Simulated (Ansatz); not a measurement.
`BCC(C)=O` + H₂ → `BCC=O` + CH₄ at 700 K and 1 bar (hydrogenolysis of a C–C bond).

Gas-phase electronic energies from Ansatz, PBE0-D4/def2-TZVP geometries. CBS: MP2 limit from def2 TZ/QZ plus the TZ coupled-cluster correction, frozen cores. This one scheme is used for every species. Each species was taken in one conformer, which may not be the lowest.

```tsv
species	CCSD(T)/CBS energy (Eh)	H − E (kJ/mol)	S (J/(mol·K))
`BCC(C)=O`	-218.31379	325.4	449.2
H₂	-1.17544	46.8	155.3
`BCC=O`	-179.04215	233.6	383.6
CH₄	-40.46206	145.9	224.0
```

H − E and S are ideal-gas, rigid-rotor, harmonic terms from PBE0-D4/def2-TZVP, for one conformer and one mirror image of each species. For small species the MP2-based limit differs from directly extrapolated CCSD(T) by up to some mEh (0.8 for H₂); such offsets cancel only in part. 1 Eh = 2625.50 kJ/mol, R = 8.31446 J/(mol·K).

Question: By hand: ΔE, ΔH, ΔS and ΔG.

Answer: ΔE = (-179.04215) + (-40.46206) − (-218.31379) − (-1.17544) = -0.01498 Eh = -39.3 kJ/mol. Δ(H − E) = 233.6 + 145.9 − 325.4 − 46.8 = 7.3, so ΔH = -32.0 kJ/mol. ΔS = 383.6 + 224.0 − 449.2 − 155.3 = 3.1 J/(mol·K). ΔG = -32.0 − 700 × (3.1)/1000 = -34.2 kJ/mol.

Question: By hand: the equilibrium constant, and the temperature at which ΔG would vanish if ΔH and ΔS stayed fixed.

Answer: log₁₀ K = −ΔG/(RT ln 10) = 2.6. ΔH and −TΔS have one sign here, so there is no such temperature.

The number of gas molecules stays the same, so ΔS is small and ΔH decides. A doubt of 5 kJ/mol in ΔE shifts log₁₀ K by 0.4 here. Other conformers and mirror images would add mixing entropy, several J/(mol·K) or more a flexible species. These are equilibria of isolated gas molecules and say nothing of rates. Largest T1 diagnostic: 0.014 (customary marks: 0.02 for closed shells, 0.045 for open ones).

ΔS is within the doubt of such terms, so its sign, and with it that verdict, could turn.
